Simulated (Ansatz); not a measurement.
Consider the redistribution: `C[O][In]([F])[F]` + `[NH2][W](=[S])(=[S])[Cl]` → `C[O][In]([NH2])[F]` + `[F][W](=[S])(=[S])[Cl]`.

Gas-phase electronic energies from Ansatz, PBE0-D4/def2-TZVP geometries. CBS: MP2 limit from def2 TZ/QZ plus the TZ coupled-cluster correction, frozen cores. DFT in def2-TZVPP. B3LYP here is the variant with VWN-RPA as its local correlation; programs differ in this. HSE06 is defined as in plane-wave codes. Elements past krypton have def2 core potentials. For In, W outer-core shells are correlated without core-valence functions, which leaves a few kJ/mol of doubt a bond. Each species was taken in one conformer, which may not be the lowest.

| level | ΔE (kJ/mol) | difference from CCSD(T)/CBS |
| --- | --- | --- |
| LDA (SPW92) | -4.6 | -12.6 |
| revPBE-D4 | 6.0 | -2.0 |
| r2SCAN-D4 | 1.3 | -6.7 |
| PBE0-D4 | 6.0 | -2.0 |
| PBE | -0.2 | -8.2 |
| revPBE | 0.8 | -7.2 |
| r2SCAN | 0.6 | -7.4 |
| B3LYP | 1.3 | -6.7 |
| HSE06 | 3.6 | -4.4 |
| CAM-B3LYP | 1.0 | -7.0 |
| MP2/def2-SVP | 26.6 | 18.6 |
| CCSD/def2-SVP | 22.0 | 14.0 |
| CCSD(T)/def2-SVP | 20.1 | 12.1 |
| HF/def2-TZVPP | 13.7 | 5.7 |
| HF/def2-QZVPP | 14.5 | 6.5 |
| CCSD/CBS(def2) | 8.8 | 0.8 |
| CCSD(T)/CBS | 8.0 | 0 |

(1) What do rigid-rotor, harmonic-oscillator terms from PBE0-D4/def2-TZVP frequencies (298.15 K, 1 bar) make of the CCSD(T)/CBS value? (An estimate is asked.)

Largest T1 diagnostic among the species: 0.022, so the coupled-cluster value is less sure than usual.

Results:

(1) Ansatz gave: ΔZPE = -0.3 kJ/mol, ΔH = +7.9 kJ/mol, ΔS = 0 J/(mol·K), ΔG = +7.9 kJ/mol. Modes under 50 cm⁻¹ make the entropy rough.

From PBE to PBE0 (25 % exact exchange), in def2-TZVPP and without D4, ΔE moves by +3.8 kJ/mol. The D4 term adds +4.3 kJ/mol with B3LYP and +2.4 kJ/mol with PBE0; it sums over pairs of atoms, weighted by their polarisabilities, and B3LYP, whose exchange is more repulsive, gets the larger term.
